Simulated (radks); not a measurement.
The numbers below are computed, except where a source is named.
Mean orbital radii <r> (bohr) of the manganese ion Mn+, [Ar] 3d5 4s1, at several levels of relativity; Dirac values are averaged over j with weights 2j + 1. Spin-unpolarised spherical Kohn-Sham, PBE, point nucleus unless stated (finite: rms radius 3.7057 fm), a radial shooting solver on a logarithmic mesh with Libxc functionals. A level marked "c x" has the speed of light scaled by that factor and shares open shells by 2j + 1; other Dirac levels either fill j = l - 1/2 first or share by 2j + 1.

shell       non-rel.  scalar-rel.  Dirac, low j first  Dirac, c x 0.85  change of magnitude, last against first (%)
1s           0.06157      0.06090             0.06090          0.06064                                        -1.50
2s            0.2824       0.2794              0.2792           0.2780                                        -1.57
2p            0.2482       0.2471              0.2470           0.2466                                        -0.67
3s            0.8604       0.8519              0.8520           0.8486                                        -1.37
3p            0.9078       0.9046              0.9047           0.9033                                        -0.50
3d             1.180        1.187               1.188            1.190                                        +0.85
4s             2.836        2.808               2.809            2.798                                        -1.34
4p (empty)     3.557        3.545               3.547            3.541                                        -0.44
